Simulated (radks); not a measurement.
Q: Gd, 64 electrons, occupied as [Xe] 4f7 5d1 6s1 6p1 (not the ground configuration). Method: scalar-relativistic Kohn-Sham, PBE, spin-polarised, spherical densities, finite nucleus; open shells are filled with parallel spins first (spin-orbit coupling, left out, can overturn this in heavy ions); Fermi nuclear charge, rms radius 5.1569 fm; computed with a radial shooting solver on a logarithmic mesh with Libxc functionals. Some entries of the table are withheld. Estimate them.

| orbital | occ. | eigenvalue (eV) | <r^2> (bohr^2) |
|---|---|---|---|
| 1s up | 1 | -50095.16 | 0.0006549 |
| 1s down | 1 | -50095.15 | 0.0006549 |
| 2s up | 1 | -8271.625 | 0.01028 |
| 2s down | 1 | -8271.542 | 0.01028 |
| 2p up | 3 | -7361.509 | 0.008282 |
| 2p down | 3 | -7361.446 | 0.008282 |
| 3s up | 1 | -1834.868 | 0.06830 |
| 3s down | 1 | -1832.237 | 0.06817 |
| 3p up | 3 | -1552.842 | 0.06849 |
| 3p down | 3 | -1550.221 | 0.06834 |
| 3d up | 5 | -1180.097 | 0.05756 |
| 3d down | 5 | -1178.077 | 0.05738 |
| 4s up | 1 | -372.2776 | 0.3451 |
| 4s down | 1 | -366.1146 | 0.3450 |
| 4p up | 3 | -279.3075 | 0.3895 |
| 4p down | 3 | -273.1866 | 0.3897 |
| 4d up | 5 | -150.6511 | 0.4689 |
| 4d down | 5 | -144.5802 | 0.4707 |
| 5s up | 1 | -51.9788 | 1.978 |
| 5s down | 1 | -48.4673 | 2.035 |
| 5p up | 3 | -29.2681 | 2.730 |
| 5p down | 3 | -26.4493 | 2.830 |
| 4f up | 7 | -11.5293 | (1) |
| 4f down | 0 | -6.0373 | (2) |
| 6s up | 1 | -5.3148 | 16.60 |
| 5d up | 1 | -4.0075 | 8.791 |
| 6p up | 1 | -2.2028 | (3) |

A: 
(1) 4f up <r^2> (bohr^2): 0.9520
(2) 4f down <r^2> (bohr^2): 1.089
(3) 6p up <r^2> (bohr^2): 30.40
